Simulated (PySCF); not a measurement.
Computed properties of CH₁₀FNSi₃, SMILES C[Si@H](N[SiH3])[SiH2]F

CH10FNSi3, SMILES C[Si@H](N[SiH3])[SiH2]F. Geometry optimised at B3LYP-D3(BJ)/def2-SVP. The structure was generated by enumeration; whether it is a known compound was not checked. One conformer was computed; it need not be the lowest. All values are computed for the isolated molecule unless a solvent is named; none is compared with measurement here.

**Structure.** All 42 harmonic modes at B3LYP-D3(BJ)/def2-SVP (PySCF) are real, so it is a minimum. With heavy atoms numbered as in [CH3:1][Si@H:2]([NH:3][SiH3:4])[SiH2:5][F:6], the shortest bond between them is Si5–F6 at 1.643 Å and the longest Si2–Si5 at 2.360 Å.

**Vibrations.** The strongest infrared lines (harmonic, unscaled, degenerate partners summed) lie at 846 cm⁻¹ (366 km/mol, H 71 %, Si 14 %, N 9 %), 946 cm⁻¹ (292 km/mol, H 45 %, N 29 %, Si 22 %), 907 cm⁻¹ (214 km/mol, H 73 %, Si 13 %). The softest mode is at 29 cm⁻¹ and the zero-point energy is 67.4 kcal/mol.

**Electronic structure.** PBE0/def2-TZVP (PySCF) places the frontier levels at -7.27 and -0.72 eV, a gap of 6.55 eV, and gives a dipole moment of 2.30 D. PBE/def2-TZVP (PySCF) at the same geometry gives -6.00 and -1.58 eV, so its gap is 2.13 eV narrower. An orbital gap is neither the optical nor the fundamental gap.

**Excitations.** TDA-PBE0/def2-SVPD (PySCF) has S1 at 5.37 eV (231 nm, f = 0.016, weak); the most intense of the 6 singlets computed lies at 7.05 eV (f = 0.05). T1 (TDA) is at 4.91 eV, 0.46 eV under S1. TDA-PBE/def2-SVPD (PySCF) puts S1 at 4.58 eV. No vertical singlet excitation falls in the visible range (under 3.1 eV).

**NMR.** GIAO shifts at PBE0/pcSseg-1 (PySCF) (non-relativistic, atoms alike by connectivity averaged): ¹³C at 3.6 ppm against TMS; ¹H from -0.1 to 5.8 ppm against TMS; ²⁹Si from -47.3 to 4.7 ppm against TMS; ¹⁹F at -269.1 ppm against CFCl3.

**Solvation.** SMD-ωB97X/def2-SVP (PySCF) gives 1.5 kcal/mol in water, -2.4 kcal/mol in cyclohexanone, -1.9 kcal/mol in toluene (1 M in both phases, gas-phase geometry).
